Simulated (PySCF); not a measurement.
System: C₄H₈OSi (charge 0, singlet). SMILES: C=C(C)C(=O)[SiH3]
Structure (B3LYP-D3(BJ)/def2-TZVP (Ansatz) minimum search):
```
C
C 1 1.3328
H 2 1.0821 1 120.16
H 2 1.0827 3 118.13 1 179.98
C 1 1.5017 2 123.55 3 179.98
H 5 1.0891 1 111.00 2 -0.07
H 5 1.0931 6 107.93 1 -122.34
H 5 1.0932 6 107.91 7 -115.32
C 1 1.5044 2 118.45 3 0.10
O 9 1.2168 1 121.93 2 -1.17
Si 9 1.9412 10 117.14 1 -179.91
H 11 1.4750 9 107.18 10 0.16
H 11 1.4830 12 110.43 9 120.25
H 11 1.4831 12 110.43 13 119.54
```

Dispersion corrections to the total energy (kcal/mol) from the dftd3 and dftd4 libraries through PySCF: D3(BJ) without and D4 with the three-body term, each with the damping fitted for the functional named.

| functional | D3(BJ) | D4 |
|---|---|---|
| TPSSh | -9.13 | -9.28 |
| BLYP | -16.54 | -16.55 |
| B2GP-PLYP | -4.99 | -3.22 |
| BHLYP | -10.59 | (withheld) |
| CAM-B3LYP | -6.25 | (withheld) |
| B2PLYP | (withheld) | -5.29 |
| LC-wPBE | -7.46 | -8.35 |

Question: Fill in the missing entries.

Answer: 
- BHLYP, D4: -8.85
- CAM-B3LYP, D4: -6.46
- B2PLYP, D3(BJ): -6.33
